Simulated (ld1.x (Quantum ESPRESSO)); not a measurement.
**iridium, ultrasoft: configuration errors across variants**

ld1.x (Quantum ESPRESSO) 7.5 input, shortened:

```
&input
   title='Ir', zed=77., rel=1, dft='PBESOL', iswitch=3,
   config='[Xe] 4f14 5d7 6s1.75 6p0.25'
 /
 &inputp
   pseudotype=3, tm=.true., lloc=-1, rcloc=1.90,
   nlcc=.true., rcore=1.55
 /
6
6S  1  0   1.75   0.00  2.05  2.50  0.0
6S  1  0   0.00   0.30  2.05  2.50  0.0
6P  2  1   0.25   0.00  2.50  3.20  0.0
6P  2  1   0.00   1.00  2.50  3.20  0.0
5D  3  2   7.00   0.00  1.45  1.75  0.0
5D  3  2   0.00   0.85  1.45  1.75  0.0
 &test
   configts(1)='5d7 6s1.75 6p0.25'
 /
```

All-electron excitation energies from the reference (eV): (1) 5d7 6s2 6p0 -1.310; (2) 5d7 6s1 6p0 8.618; (3) 5d7 6s0 6p0 26.114; (4) 5d8 6s1 6p0 -1.630; (5) 5d7.5 6s1.5 6p0 -1.588; (6) 5d7 6s1 6p1 4.075; (7) 5d6 6s2 6p1 5.894.

The overlap operator is not positive definite (basis up to 400 Ry) in “waves 5d (bound): rcut 1.45, rcutus 2.38 bohr; 5d channel at 0.85 Ry: rcut 1.45, rcutus 2.38 bohr”, “waves 5d (bound): rcut 1.45, rcutus 2.64 bohr; 5d channel at 0.85 Ry: rcut 1.45, rcutus 2.64 bohr”. Such files are unfit for use, however small their errors in these radial tests.

Tests that are not counted but printed errors over 1 eV. “waves 5d (bound): rcut 1.45, rcutus 2.64 bohr; 5d channel at 0.85 Ry: rcut 1.45, rcutus 2.64 bohr”: 5d8 6s1 6p0 (solver errors, printed error -507 eV).

A true bound ghost makes a file unfit for plane-wave use even where its test errors are small: the radial tests pick states by their node count and pass the ghost by. Where a test does run into it, the solver fails or the error is huge.

Errors AE − PS in meV (a dash: test not solved or not reliable):

```csv
change,(1),(2),(3),(4),(5),(6),(7),bound ghosts
base,+0.2,-8.8,-41,-44,-13,-2.3,-66,s
"waves 5d (bound): rcut 1.12, rcutus 1.18 bohr; 5d channel at 0.85 Ry: rcut 1.12, rcutus 1.18 bohr",+0.2,-8.8,-41,-45,-13,-2.3,-67,s
"waves 5d (bound): rcut 1.28, rcutus 1.36 bohr; 5d channel at 0.85 Ry: rcut 1.28, rcutus 1.36 bohr",+0.2,-8.8,-41,-44,-13,-2.3,-66,s
"waves 5d (bound): rcut 1.45, rcutus 1.64 bohr; 5d channel at 0.85 Ry: rcut 1.45, rcutus 1.64 bohr",+0.2,-8.8,-41,-44,-13,-2.3,-66,s
"waves 5d (bound): rcut 1.45, rcutus 1.86 bohr; 5d channel at 0.85 Ry: rcut 1.45, rcutus 1.86 bohr",+0.2,-8.8,-41,-44,-13,-2.3,-66,s
"waves 5d (bound): rcut 1.45, rcutus 2.38 bohr; 5d channel at 0.85 Ry: rcut 1.45, rcutus 2.38 bohr",+0.3,-8.4,-36,-43,-12,-2.0,-66,"s (d not tested, overlap not positive)"
"waves 5d (bound): rcut 1.45, rcutus 2.64 bohr; 5d channel at 0.85 Ry: rcut 1.45, rcutus 2.64 bohr",+1.7,+16,+187,–,–,–,–,"s (d not tested, overlap not positive)"
```

Problem. Give the same row for: waves 5d (bound): rcut 1.45, rcutus 2.08 bohr; 5d channel at 0.85 Ry: rcut 1.45, rcutus 2.08 bohr.

Solution. +0.2, -8.8, -41, -45, -13, -2.3, -67; bound ghosts: s.
